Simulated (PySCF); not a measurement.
```xyz
16

Ga     0.1005     0.2079    -0.2701
C     -0.2514    -1.1143    -1.7115
H     -0.0088    -0.6721    -2.6925
H     -1.3100    -1.4172    -1.7454
H      0.3652    -2.0206    -1.6028
C     -1.2299     1.6492     0.0500
H     -2.2652     1.2808    -0.0270
H     -1.1108     2.4432    -0.7063
H     -1.1019     2.1200     1.0376
C      1.9729     0.4841     0.3361
H      2.5300    -0.4639     0.4023
H      2.0208     0.9834     1.3169
H      2.5095     1.1266    -0.3821
C     -0.8534    -1.7832     2.3229
N     -0.5315    -1.1110     1.4479
H     -1.1550    -2.4149     3.1463
```

Charge 0, multiplicity 1.

**Question.** Give the Mulliken and meta-Löwdin atomic charges from PySCF with M06-2X/def2-TZVP // PBE0-D3(BJ)/def2-SVP.

**Answer.** 
```json
[
 {"atom": "Ga1", "Mulliken (e)": "0.59", "meta-Löwdin (e)": "0.65"},
 {"atom": "C2", "Mulliken (e)": "-0.68", "meta-Löwdin (e)": "-0.61"},
 {"atom": "H3", "Mulliken (e)": "0.14", "meta-Löwdin (e)": "0.11"},
 {"atom": "H4", "Mulliken (e)": "0.14", "meta-Löwdin (e)": "0.11"},
 {"atom": "H5", "Mulliken (e)": "0.14", "meta-Löwdin (e)": "0.11"},
 {"atom": "C6", "Mulliken (e)": "-0.68", "meta-Löwdin (e)": "-0.61"},
 {"atom": "H7", "Mulliken (e)": "0.14", "meta-Löwdin (e)": "0.11"},
 {"atom": "H8", "Mulliken (e)": "0.14", "meta-Löwdin (e)": "0.11"},
 {"atom": "H9", "Mulliken (e)": "0.14", "meta-Löwdin (e)": "0.11"},
 {"atom": "C10", "Mulliken (e)": "-0.68", "meta-Löwdin (e)": "-0.61"},
 {"atom": "H11", "Mulliken (e)": "0.14", "meta-Löwdin (e)": "0.11"},
 {"atom": "H12", "Mulliken (e)": "0.14", "meta-Löwdin (e)": "0.11"},
 {"atom": "H13", "Mulliken (e)": "0.14", "meta-Löwdin (e)": "0.11"},
 {"atom": "C14", "Mulliken (e)": "-0.10", "meta-Löwdin (e)": "0.06"},
 {"atom": "N15", "Mulliken (e)": "0.03", "meta-Löwdin (e)": "-0.06"},
 {"atom": "H16", "Mulliken (e)": "0.24", "meta-Löwdin (e)": "0.21"}
]
```
